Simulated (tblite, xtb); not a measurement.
H₃Ga, singlet, geometry from GFN2-xTB (such geometries of metal compounds can be far from the true shape). Base run: GFN1-xTB (xtb).

Geometry (Å):
```xyz
4

Ga     0.0000     0.0000     0.0000
H      0.6622    -0.4276     1.3538
H     -0.3006     1.5114    -0.2820
H     -0.3616    -1.0838    -1.0718
```
Charge 0, spin multiplicity 1.
All else is at xtb's defaults.
Base energy -2.93093 Eh.

Programs used: tblite, xtb; a row that names a program was run with it.

The base run was repeated with changes; each row names its change, and settings that it needs were set with it.

```tsv
change	ΔE vs base (kJ/mol)	HOMO-LUMO gap (eV)	SCF cycles
base	0.00	7.06	9
file = coord	0.00	7.06	9
etemp = 10000	-10.35	7.11	9
acc = 30	0.00	7.06	7
etemp = 1000	0.00	7.06	9
etemp = 3000	0.00	7.06	9
program = tblite; method = gfn1; option = (--alpb, water)	-9.79	-	-
program = tblite; method = gfn1; option = --spin-polarized	0.00	-	-
```

ALPB and GBSA are two models with their own fitted parameters for each solvent, which aren't always the measured dielectric constant.
